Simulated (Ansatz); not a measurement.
Reaction (formal exchange of groups at the Se–Ga bond): `[CH3][GaH][Se]C` + `[F][InH][F]` → `C[Se][In]([F])[F]` + `[CH3][GaH2]`

Isolated molecules relaxed with PBE0-D4/def2-TZVP in Ansatz; ΔE leaves out vibrations. CCSD(T)/CBS adds triple-zeta CCSD(T) − MP2 to the extrapolated MP2 energy (def2 sets, frozen cores). Elements past krypton have def2 core potentials. For Ga, In, Se outer-core shells are correlated without core-valence functions, which leaves a few kJ/mol of doubt a bond. Scalar relativity is left out up to krypton. Each species was taken in one conformer, which may not be the lowest.

```json
{"species": "`[CH3][GaH][Se]C`", "CCSD/CBS(def2) energy (Eh)": "-4404.96540"}
{"species": "`[F][InH][F]`", "CCSD/CBS(def2) energy (Eh)": "-390.02389"}
{"species": "`C[Se][In]([F])[F]`", "CCSD/CBS(def2) energy (Eh)": "-2830.01719"}
{"species": "`[CH3][GaH2]`", "CCSD/CBS(def2) energy (Eh)": "-1964.96483"}
```

Task: Work out ΔE.

Result: ΔE = (-2830.01719) + (-1964.96483) − (-4404.96540) − (-390.02389) = 0.00727 Eh = +19.1 kJ/mol. CCSD(T)/CBS gives +20.0 kJ/mol.

Largest T1 diagnostic among the species: 0.017.

Leaving LDA and LC-ωPBE aside and taking each functional with its dispersion term where it has one, the values, not all of them listed here, spread over 4.4 kJ/mol, from B2PLYP to r2SCAN0-D4. LDA lies +8.6 kJ/mol from PBE without D4. In def2-TZVPP, CCSD(T) changes the Hartree–Fock value by +9.5 kJ/mol (the triples alone add +0.9 kJ/mol) and MP2 by +8.6 kJ/mol. The D4 term adds +3.6 kJ/mol with B3LYP and +2.1 kJ/mol with PBE0; it sums over pairs of atoms, weighted by their polarisabilities, and B3LYP, whose exchange is more repulsive, gets the larger term.

B3LYP here is the variant with VWN-RPA as its local correlation; programs differ in this.
